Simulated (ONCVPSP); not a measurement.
**germanium: one change to an ONCV potential, before and after**

germanium, optimised norm-conserving Vanderbilt (ONCV), made with ONCVPSP 4.0.1 (PBE, scalar-relativistic). Core [Ar], reference 3d10 4s2 4p1.75 (charge +0.25). Waves: 4s: rc 1.85 bohr, ncon 4, nbas 8, qcut 3.6 1/bohr, 3 projectors, debl 3.9 Ha; 4p: rc 1.65 bohr, ncon 4, nbas 9, qcut 4.7 1/bohr, 3 projectors, debl 0.3 Ha; 3d: rc 1.05 bohr, ncon 5, nbas 9, qcut 16.2 1/bohr, 2 projectors, debl 2.8 Ha. Local part: polynomial inside 0.95 bohr (lpopt 5, dvloc0 0 Ha). Core correction: Teter function, fcfact 4, rcfact 1.65.

All-electron outer shells of the reference configuration (PBE, scalar-relativistic, ld1.x):

```json
{"shell": "3s", "level (eV)": "-170.53", "outermost node (bohr)": "0.26", "outermost maximum (bohr)": "0.54"}
{"shell": "3p", "level (eV)": "-117.66", "outermost node (bohr)": "0.23", "outermost maximum (bohr)": "0.54"}
{"shell": "3d", "level (eV)": "-31.35", "outermost node (bohr)": "–", "outermost maximum (bohr)": "0.50"}
{"shell": "4s", "level (eV)": "-13.61", "outermost node (bohr)": "0.77", "outermost maximum (bohr)": "1.73"}
{"shell": "4p", "level (eV)": "-5.59", "outermost node (bohr)": "0.82", "outermost maximum (bohr)": "2.19"}
```

Change: functional Wu-Cohen.

Cutoffs: the cutoffs (Ha) at which the residual kinetic energy of the hardest occupied pseudo-wave falls to 1 and 0.1 mHa per electron; they do not see the model core or the augmentation charge, which bear on the density cutoff. Errors are all-electron minus pseudo energies relative to the spin-unpolarised reference configuration.

**Question.** Predict the effect on cutoff, ghosts and configuration errors.

**Answer.** The potential gets neither clearly harder nor softer (107 Ha and 118 Ha → 107 Ha and 118 Ha); both files keep a bound ghost (p); of the 4 tests that both files solve, the error grows in 3 and shrinks in 0 by more than 15 % and 0.3 meV (median size 0.9 → 3.2 meV).

| quantity | base | changed |
| --- | --- | --- |
| cutoff, loose | 107 Ha | 107 Ha |
| cutoff, tight | 118 Ha | 118 Ha |
| loose cutoff by channel | s 13 Ha, p 6.9 Ha, d 107 Ha | s 13 Ha, p 7.0 Ha, d 107 Ha |
| bound ghosts | p | p |
| GHOST(+) flags under 300 eV | s at 171.5 eV, p at 265.5 eV | s at 172.2 eV, p at 266.6 eV |
| error for 3d10 4s2 4p2, meV [ΔE -1.18 eV] | +0.1 | +0.1 |
| error for 3d10 4s2 4p1, meV [ΔE 6.26 → 6.28 eV] | -0.9 | -1.5 |
| error for 3d10 4s2 4p0, meV [ΔE 21.70 → 21.76 eV] | -0.8 | -10 |
| error for 3d10 4s1 4p2, meV [ΔE 14.98 → 15.04 eV] | -2.4 | -4.9 |
| s: phases at 1.87 bohr within 0.05 rad from the reference energy up to (Ha; the scan ends near 5) | to the end of the scan | to the end of the scan |
| p: phases at 1.67 bohr within 0.05 rad from the reference energy up to (Ha; the scan ends near 5) | to the end of the scan | to the end of the scan |
| d: phases at 1.07 bohr within 0.05 rad from the reference energy up to (Ha; the scan ends near 5) | to the end of the scan | to the end of the scan |
| rms error of d²Exc/dni dnj with the model core, mHa | 1.81 | 1.92 |

 A true bound ghost makes a file unfit for plane-wave use even where its test errors are small: the radial tests pick states by their node count and pass the ghost by.
